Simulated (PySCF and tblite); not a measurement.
Results of a calculation; reference values are marked as such.
Stationary points of C$_{5}$HClN$_{2}$O$_{2}$ at B3LYP-D3(BJ)/def2-SVP, in Å:

Structure A

```
 1 N    -3.554    0.758   -0.574
 2 C    -2.431    0.733   -0.289
 3 C    -1.020    0.778    0.104
 4 O    -0.588    1.772    0.697
 5 C    -0.182   -0.361   -0.224
 6 Cl   -0.851   -1.722   -1.055
 7 C     1.152   -0.320    0.146
 8 O     1.699    0.693    0.778
 9 C     2.040   -1.415   -0.148
10 N     2.769   -2.287   -0.377
11 H     0.972    1.375    0.916
```

Structure B

```
 1 N    -3.506    0.844   -0.522
 2 C    -2.380    0.782   -0.256
 3 C    -0.973    0.739    0.093
 4 O    -0.470    1.742    0.697
 5 C    -0.189   -0.392   -0.234
 6 Cl   -0.848   -1.762   -1.053
 7 C     1.171   -0.328    0.152
 8 O     1.641    0.690    0.756
 9 C     2.067   -1.432   -0.132
10 N     2.806   -2.299   -0.346
11 H     0.681    1.415    0.845
```

The path came from a restrained scan, a climbing-image band and a saddle search at GFN2-xTB; energies are BHandHLYP/pcSseg-1 + D3(BJ), IEF-PCM cyclohexane//B3LYP-D3(BJ)/def2-SVP, thermal terms GFN2-xTB.

Task: Which structure is a saddle point, and along which motion?

Result: B: one imaginary mode (1321i cm⁻¹ at GFN2-xTB, mostly on H11), along the shift of hydrogen on O8 from O8 to O4.

Task: Give their symmetry and energies above the lowest.

Result: A Cs, 0.0 kcal/mol; B C2v, 5.2 kcal/mol.

Tunnelling of the moving H, left out here, will speed the real process.
